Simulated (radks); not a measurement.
Excited configurations of Gd I: one electron is placed in a higher orbital outside [Xe] 4f7 5d1 6s1. The ground configuration is [Xe] 4f7 5d1 6s2. Calculated with a radial shooting solver on a logarithmic mesh with Libxc functionals: scalar-relativistic Kohn-Sham, PBE, spin-polarised, spherical densities, point nucleus; open shells are filled with parallel spins first (spin-orbit coupling, left out, can overturn this in heavy ions). Excitation = E - E(ground); binding = E(ion) - E, where the ion is the core of charge +1; n* = 1/sqrt(2 binding) in atomic units, and the quantum defect is n - n*.

| outer orbital | excitation (eV) | binding (eV) | n* | quantum defect | <r> (bohr) |
|---|---|---|---|---|---|
| 5f | 5.010 | 0.985 | 3.717 | 1.283 | 16.11 |
| 6p | 1.887 | 4.108 | 1.820 | 4.180 | 5.155 |
| 6d | 4.379 | 1.616 | 2.902 | 3.098 | 10.77 |
| 6f | 5.291 | 0.704 | 4.395 | 1.605 | 27.06 |
| 7s | 3.652 | 2.343 | 2.410 | 4.590 | 9.553 |
| 7p | 4.258 | 1.737 | 2.799 | 4.201 | 12.13 |
| 7d | 4.966 | 1.029 | 3.636 | 3.364 | 19.76 |
| 7f | 5.472 | 0.523 | 5.098 | 1.902 | 40.01 |

The Delta-SCF ionisation energy is 5.995 eV (NIST Atomic Spectra Database: 6.150 eV, measured). Self-interaction in the functional shifts the binding energies and quantum defects, so they are the method's values and not measured ones. Open shells are spherical and high-spin; term and fine-structure splittings are not resolved. Spin-orbit splitting is averaged out at the scalar-relativistic level.
